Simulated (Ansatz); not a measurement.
W₅⁺, relaxed as a doublet with UKS PBE0-D4/def2-SVP in Ansatz, starting from packed atoms. Force threshold 0.02 eV/Å.

In the def2 sets W takes a core potential; there is no spin–orbit coupling. The structure comes from a short search, and lower isomers may exist.

Start:

```xyz
5

W    -0.023    0.903    0.877
W     0.232   -2.287   -0.063
W    -0.817    2.831   -1.687
W     0.554   -1.052    3.330
W     0.054   -0.396   -2.457
```

```tsv
step	energy (eV)	largest force component (eV/Å)	SCF passes
1	-9103.7490	2.559	351
2	-9105.7801	3.318	247
3	-9107.9623	3.602	121
4	-9110.6644	2.093	114
5	-9111.4529	2.276	62
6	-9112.1553	1.454	60
7 (rejected)	-9112.1240	2.004	59
8	-9112.4094	0.830	55
9	-9112.5418	0.654	57
10	-9112.6386	0.421	64
11	-9112.6870	0.306	63
12	-9112.7569	0.515	70
13	-9112.9325	0.866	71
14	-9113.1977	1.273	79
15	-9113.5513	1.097	103
16	-9113.7742	0.722	72
17	-9113.8844	1.141	73
18	-9114.1716	1.073	84
19	-9114.7248	1.672	68
20	-9115.3718	1.550	60
21	-9115.7890	0.700	66
22	-9115.9957	0.756	98
23	-9116.0010	1.128	62
24	-9116.0260	0.499	61
25	-9116.0488	0.280	56
26	-9116.0534	0.047	50
27	-9116.0537	0.017	50
```

Force components are those of the run's own axes.

End:

```xyz
5

W    -1.2448    0.3760    0.7910
W    -0.2950   -1.8113    0.1394
W     0.3547    1.7286   -0.5220
W     0.9617    0.0439    1.1770
W     0.2234   -0.3373   -1.5853
```

Bonds formed: W2–W3, W3–W4, W4–W5 (atoms count from 1). The end is the same structure that another start reached.

No frequencies were taken in this run, so the end may be a saddle point.

Hardware: 4 threads of Arm Neoverse V1 on a shared host. Wall time 6.5 min, peak host memory 0.9 GiB.
